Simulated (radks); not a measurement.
Question: Spherical quantum dot in the effective-mass picture: electrons in a hard-walled sphere of radius 1.58, with a point charge +2 (a donor) at the centre, all in effective atomic units (hartree* = m*/eps^2 hartree, bohr* = eps/m* bohr), one dielectric constant everywhere. Method: non-relativistic Kohn-Sham, exchange-only LDA, spin-polarised, spherical densities; computed with a radial shooting solver with Libxc functionals. Levels are named by radial order and angular momentum (1s, 1p, 1d, 2s, ...), and open shells are averaged over m. At N = 9 the configuration is 1s2 1p6 1d(up 1, down 0). Does electron 10 go into 2s down or 2s up or 1d up?

Answer: Into 1d up. The total energies of the other choices lie higher by 0.0658 hartree* (2s up), 0.106 hartree* (2s down).
